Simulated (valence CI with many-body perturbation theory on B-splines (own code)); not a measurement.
## Which ion has this spectrum?

A relativistic CI+MBPT calculation for an atom or ion with 22 electrons gives these levels (cm⁻¹):

| J | Parity | E | g |
| --- | --- | --- | --- |
| 0 | even | 0 |  |
| 1 | even | 635436 | 1.49 |
| 4 | even | 734991 | 1.05 |
| 2 | even | 765680 | 1.18 |
| 3 | even | 793455 | 1.10 |
| 0 | even | 1344175 |  |
| 2 | even | 1346030 | 1.29 |
| 4 | even | 1367345 | 1.13 |
| 3 | even | 1385290 | 1.18 |
| 5 | even | 1413960 | 1.08 |
| 6 | even | 1437152 | 1.06 |
| 1 | even | 1462061 | 1.05 |
| 3 | even | 1484802 | 1.05 |
| 4 | even | 1489098 | 1.03 |

The energies are calculated, and their last digits are not significant.

Task: Which is it?
A. Hg58+
B. Au57+
C. Ir55+
D. Pt56+

Result: C. Ir55+, ground level (3d3/2^4) J=0.
